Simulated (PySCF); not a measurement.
## Electron correlation in Te²⁺ (tellurium, charge +2)

[Kr] 4d10 5s2 5p1 6s1, high-spin 3P determinant (an excited configuration). Computed with PySCF 2.14 in aug-cc-pwCVTZ-DK3 with one added diffuse shell each of s, p, d, f type (11s10p8d5f1g, 125 functions), with scalar relativity by spin-free X2C-1e. Frozen: [Kr] 4d10; 4 electrons correlated.

MP2 pair energies summed by pair of shells (mhartree):

| pair | energy | share (%) |
| --- | --- | --- |
| 5s-5s | -20.51 | 40.6 |
| 5s-5p | -16.19 | 32.0 |
| 5s-6s | -9.69 | 19.2 |
| 5p-6s | -4.17 | 8.2 |

Total MP2 correlation energy: -50.56 mhartree.

Same-spin part -8.89 and opposite-spin part -41.66 mhartree; SCS-MP2 scales them by 1/3 and 6/5 to -52.96 mhartree.
